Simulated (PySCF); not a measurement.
Bonding in `C=C/P=P\C(C)(C)CC`

Species: C7H14P2.
Atom-mapped SMILES: `[CH2:1]=[CH:2]/[P:3]=[P:4]\[C:5]([CH3:6])([CH3:7])[CH2:8][CH3:9]` (hydrogens: H10, H11 on C1; H12 on C2; H13, H14, H15 on C6; H16, H17, H18 on C7; H19, H20 on C8; H21, H22, H23 on C9)

Cartesian coordinates in Å at the GFN2-xTB level; atoms count from 1:
```
atom  x, y, z in Å
C1     3.6809    0.0224    0.1626
C2     2.7596   -0.7985   -0.3217
P3     2.0122   -0.5700   -1.9694
P4     0.0081   -0.2520   -1.8461
C5    -0.6813   -0.2701   -0.0634
C6     0.1094    0.6204    0.8902
C7    -0.6956   -1.7167    0.4349
C8    -2.1372    0.2160   -0.1773
C9    -2.2759    1.6705   -0.6064
H10    4.1635   -0.1561    1.1105
H11    3.9704    0.9183   -0.3621
H12    2.5027   -1.7079    0.2101
H13    1.0646    0.1677    1.1423
H14    0.3048    1.5951    0.4472
H15   -0.4536    0.7657    1.8116
H16   -1.1507   -1.7674    1.4238
H17    0.3114   -2.1218    0.5043
H18   -1.2713   -2.3487   -0.2408
H19   -2.6270    0.0764    0.7906
H20   -2.6559   -0.4175   -0.9022
H21   -3.3187    1.9019   -0.8113
H22   -1.9246    2.3459    0.1693
H23   -1.7007    1.8532   -1.5139
```

Bond orders from the PBE0/pcSseg-1 density (PySCF). Isolated species at its GFN2-xTB geometry (one conformer only).

Problem. Where do the orders between heavy atoms depart from those drawn in the SMILES?

Solution. The largest departure is 0.160, at P3–P4 (drawn double, 1.840).

Problem. Set the Mayer orders of the bonds beside their lengths.

Solution. 
```csv
bond,drawn as,length (Å),Mayer order
C1–C2,double,1.326,1.934
C2–P3,single,1.824,0.937
P3–P4,double,2.033,1.840
P4–C5,single,1.911,0.898
C5–C6,single,1.526,0.977
C5–C7,single,1.530,1.008
C5–C8,single,1.539,0.976
C8–C9,single,1.523,1.059
C1–H10,single,1.079,0.954
C1–H11,single,1.078,0.956
C2–H12,single,1.084,0.919
C6–H13,single,1.087,0.956
C6–H14,single,1.088,0.959
C6–H15,single,1.090,0.959
C7–H16,single,1.090,0.956
C7–H17,single,1.088,0.957
C7–H18,single,1.090,0.958
C8–H19,single,1.094,0.943
C8–H20,single,1.094,0.947
C9–H21,single,1.088,0.967
C9–H22,single,1.087,0.959
C9–H23,single,1.090,0.954
```

Bonds between the same two heavy elements. C–C: lowest C5–C8 and C5–C6 (0.976, 1.539 Å), highest C1–C2 (1.934, 1.326 Å); in 1 of the 10 pairs the longer bond (by over 0.003 Å) has the higher order (by 0.02 or more). C–P: lowest P4–C5 (0.898, 1.911 Å), highest C2–P3 (0.937, 1.824 Å). Bonds named together lie within 0.004.

Problem. Sum the orders of all bonds at each heavy atom with more than one neighbour and set the sums beside the valence in the SMILES.

Solution. C1 3.844 (drawn 4), C2 3.790 (drawn 4), P3 2.777 (drawn 3), P4 2.738 (drawn 3), C5 3.859 (drawn 4), C6 3.851 (drawn 4), C7 3.879 (drawn 4), C8 3.925 (drawn 4), C9 3.939 (drawn 4). Orders between atoms that aren't bonded are not in these sums.

The Mayer order sums products of elements of PS (density times overlap matrix) between the two atoms' basis functions, so it depends on the basis set.
